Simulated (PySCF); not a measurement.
CoO₂Br (triplet). Level of theory: PySCF, UPBE0, basis Co def2-TZVP, O def2-TZVP, Br def2-TZVP (no relativity, density fitting).

Harmonic bands of its minimum:

```json
{"ω (cm⁻¹)": "139", "IR (km/mol)": "16.5"}
{"ω (cm⁻¹)": "158", "IR (km/mol)": "0.2"}
{"ω (cm⁻¹)": "261", "IR (km/mol)": "3.7"}
{"ω (cm⁻¹)": "386", "IR (km/mol)": "12.5"}
{"ω (cm⁻¹)": "1001", "IR (km/mol)": "43.6"}
{"ω (cm⁻¹)": "1004", "IR (km/mol)": "79.2"}
```

Question: The central atom is Co. Infer the point group and assign the bands.

Answer: C2v. The modes span b1 + 2b2 + 3a1: 139 b1, 158 b2, 261 a1, 386 a1, 1001 a1, 1004 b2. The computed geometry has Co–Br 2.193 Å, Co–O 1.555 Å (×2); Br–Co–O 119.6° (×2), O–Co–O 120.8°.

Only a few start shapes were tried, so a lower isomer may exist. With open d or f shells other occupations or spin states may lie lower.
